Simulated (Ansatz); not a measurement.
Mulliken charges of ClCuF3P (`F[P+](F)(F)[Cu-][Cl]`) from r2SCAN/def2-TZVPP in Ansatz (PBE0-D4/def2-TZVP geometry).

| atom | x (Å) | y (Å) | z (Å) | charge (e) |
| --- | --- | --- | --- | --- |
| F1 | 0.683 | -0.784 | 1.670 | -0.202 |
| P2 | 0.411 | -0.531 | 0.169 | 1.056 |
| F3 | -0.031 | -1.948 | -0.260 | -0.202 |
| F4 | 1.861 | -0.535 | -0.365 | -0.202 |
| Cu5 | -0.844 | 1.103 | -0.353 | -0.031 |
| Cl6 | -2.080 | 2.695 | -0.860 | -0.418 |

**Question.** By hand: the dipole of these point charges (1 e Å = 4.8032 D).

**Answer.** Σ q r = (0.822, -1.062, 0.338) e Å, of length 1.385 e Å = 6.65 D.

**Question.** How does the dipole of the full density compare? (Best estimate.)

**Answer.** Ansatz gave: (0.585, -0.755, 0.240) e Å, 4.73 D; the point charges give 1.41 times that, at 0° from its direction.

Point charges leave out the atoms' own dipoles, such as those of lone pairs, and Mulliken's split depends on the basis, so the two needn't agree.
